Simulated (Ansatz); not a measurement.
Si3GeH10⁻, that is HGe(SiH3)3 with one electron more. Total charge -1; doublet. Geometry r2SCAN-D4/def2-SVP, that of the neutral singlet.

Cartesian coordinates in Å:
```
Ge -0.4500 0.4313 0.2792
Si 1.3657 0.1010 1.7841
Si 0.3620 1.3503 -1.7619
Si -1.5182 -1.6527 -0.1520
H -1.4658 1.4059 0.9093
H 2.3384 -0.8534 1.1694
H 0.8829 -0.4719 3.0775
H 2.0679 1.3918 2.0583
H 1.3592 0.4080 -2.3557
H -0.7548 1.5438 -2.7364
H 1.0287 2.6665 -1.5224
H -2.0275 -2.2593 1.1158
H -2.6619 -1.4740 -1.0978
H -0.5267 -2.5873 -0.7676
```

At PBE-D4/def2-TZVPD, r2SCANh-D4/def2-TZVPD, PBE0-D4/def2-TZVPD the highest occupied level of the charge -1 doublet lies above zero (up to 1.99 eV). By energy differences it is unbound by 0.50 eV (vertical, against the charge 0 singlet, at PBE-D4/def2-TZVPD) and held by the finite basis.

Q: Estimate the α-spin orbital energies around the gap (eV) in Ansatz with PBE-D4/def2-TZVPD, r2SCANh-D4/def2-TZVPD, PBE0-D4/def2-TZVPD.

A: 
```tsv
orbital	PBE-D4/def2-TZVPD	r2SCANh-D4/def2-TZVPD	PBE0-D4/def2-TZVPD
HOMO−5	-4.98	-5.84	-6.36
HOMO−4	-4.88	-5.72	-6.25
HOMO−3	-4.13	-4.92	-5.39
HOMO−2	-3.19	-3.82	-4.29
HOMO−1	-3.19	-3.82	-4.28
HOMO	1.99	1.94	1.78
LUMO	2.25	2.56	2.71
LUMO+1	2.25	2.56	2.71
LUMO+2	2.35	2.88	2.96
LUMO+3	2.72	3.20	3.38
LUMO+4	2.72	3.20	3.38
LUMO+5	2.82	3.26	3.48
β HOMO	-3.11	-3.73	-4.19
β LUMO	2.35	3.04	2.93
```
